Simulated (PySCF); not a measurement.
Radial density of Cr (chromium, neutral)

UHF, [Ar] 3d5 4s1, high-spin 7S determinant. All numbers are calculated (PySCF 2.14, the spin-free X2C one-electron Hamiltonian (Gaussian nucleus), in cc-pVDZ-DK (6s5p3d1f, 43 functions)).

| r (bohr) | 4πr²ρ (e/bohr) | 4πr²(ρα − ρβ) |
| --- | --- | --- |
| 0.000867 | 0.1252 | 0.0000 |
| 0.00146 | 0.3202 | 0.0001 |
| 0.00245 | 0.8055 | 0.0002 |
| 0.00413 | 1.972 | 0.0004 |
| 0.00694 | 4.610 | 0.0010 |
| 0.0117 | 9.929 | 0.0021 |
| 0.0196 | 18.53 | 0.0038 |
| 0.0330 | 27.13 | 0.0046 |
| 0.0556 | 27.52 | 0.0022 |
| 0.0935 | 21.87 | 0.0056 |
| 0.157 | 28.29 | 0.0781 |
| 0.264 | 27.51 | 0.4675 |
| 0.445 | 10.89 | 1.7701 |
| 0.748 | 13.43 | 3.3680 |
| 1.26 | 7.400 | 2.7952 |
| 2.12 | 1.559 | 1.2490 |
| 3.56 | 0.4341 | 0.4318 |
| 5.99 | 0.06758 | 0.0676 |
| 10.1 | 0.001226 | 0.0012 |

Densities and radii are taken from the X2C orbitals without a picture-change correction, which distorts them close to the nucleus.
